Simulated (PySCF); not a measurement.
Scan of H6AlN, singlet: internal rotation, threefold axis kept, other coordinates relaxed. Scanned: torsion (0 = eclipsed). Other coordinates (Al-N length, H-Al-N angle, H-N-Al angle, Al-H length, N-H length) were minimised at PBE0/def2-TZVP.

Methods: RHF/cc-pVTZ (PySCF); CCSD(T) on RHF/cc-pVTZ, 6 core orbitals frozen (PySCF).

Energies relative to the lowest point of each profile, in kJ/mol:

```tsv
at / °	RHF
0	2.26
10	2.10
20	1.66
30	1.12
40	0.58
50	0.17
60	0.00
```

Question: What does CCSD(T) give at the same points?

Answer: 0: 2.47; 10: 2.31; 20: 1.88; 30: 1.28; 40: 0.64; 50: 0.17; 60: 0.00 (kJ/mol).
